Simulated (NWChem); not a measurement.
System: CH₃IOTe; SMILES CO[Te]I

The following NWChem deck was run.

```
start job
memory heap 200 mb stack 900 mb global 1100 mb
geometry units angstroms noautoz
  Te     0.597951     1.019222    -0.035425
  I      0.020189    -1.635189     0.003261
  O     -1.137407     1.761601     0.577273
  C     -2.218456     1.761617    -0.323162
  H     -2.549629     0.736993    -0.572189
  H     -3.049751     2.277389     0.183633
  H     -1.991955     2.294545    -1.264110
end
basis spherical
  Te library def2-svp
  I library def2-svp
  O library def2-svp
  C library def2-svp
  H library def2-svp
end
ecp
  Te library def2-ecp
  I library def2-ecp
end
dft
  xc xpbe96 cpbe96
  iterations 150
  mulliken
end
task dft energy
```

The geometry was optimised at PBE0/def2-SVP. def2 effective core potentials on Te, I; no spin-orbit coupling.

Question: What results follow from this input? (PBE/def2-SVP with def2 effective core potentials on Te, I.) Quantities: basis functions; energy (Ha); highest occupied level (eV); orbital gap (eV); dipole (D).

Answer: 
```json
{
 "number_of_basis_functions": "95",
 "energy (Ha)": "-680.61",
 "highest occupied level (eV)": "-5.07",
 "orbital gap (eV)": "1.75",
 "dipole (D)": "1.53"
}
```
